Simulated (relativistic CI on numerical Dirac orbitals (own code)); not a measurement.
## d1 to d9 in one octahedral field

Computed with a parametric ligand-field model without spin-orbit coupling, by exact diagonalisation: B = 400, C = 1710, 10Dq = 39100 cm⁻¹ (Oh; |10Dq|/B = 97.8) for every shell. Energies in cm⁻¹; the field energy is (0.6 n_e − 0.4 n_t2) × 10Dq of the ground term; g labels are left out. So small a B with so large a field is typical of 4d and 5d ions, where spin-orbit coupling, left out here, reaches 1,000 to 4,000 cm⁻¹.

| Shell | Ground term | Electrons in e | Field energy | First spin-allowed bands | Lowest term of other spin |
| --- | --- | --- | --- | --- | --- |
| d1 | 2T2 | 0.000 | -15640 | 2E 39100 |  |
| d2 | 3T1 | 0.003 | -31158 | 3T2 38034, 3T1 42969 | 1T2 5905 |
| d3 | 4A2 | 0.000 | -46920 | 4T2 39100, 4T1 43738 | 2E 8450 |
| d4 | 3T1 | 0.005 | -62352 | 3E 37298, 3T1 37722 | 1T2 5366 |
| d5 | 2T2 | 0.011 | -77780 | 2A2 36612, 2T1 36756 | 4T1 30663 |
| d6 | 1A1 | 0.009 | -93503 | 1T1 37682, 1T2 43720 | 3T1 34143 |
| d7 | ? | ? | ? | ? | ? |
| d8 | 3A2 | 2.000 | -46920 | 3T2 39100, 3T1 43738 | 1E 6596 |
| d9 | 2E | 3.000 | -23460 | 2T2 39100 |  |

Fill in the row of d7.

Ground term: 2E; Electrons in e: 1.005; Field energy: -70178; First spin-allowed bands: 2T1 37604, 2T2 38071; Lowest term of other spin: 4T1 30758. Low spin: d4, d5, d6, d7; the other shells keep the spin of the free ion. Only d4 to d7 can choose; the field needed to pair spins is smallest for d6 and largest for d5, which loses most exchange energy. In the strong-field picture 10Dq must exceed about 6B + 5C = 10950 (d4), 7.5B + 5C = 11550 (d5), 2.5B + 4C = 7840 (d6) and 4B + 4C = 8440 (d7); mixing of terms shifts these bounds somewhat.
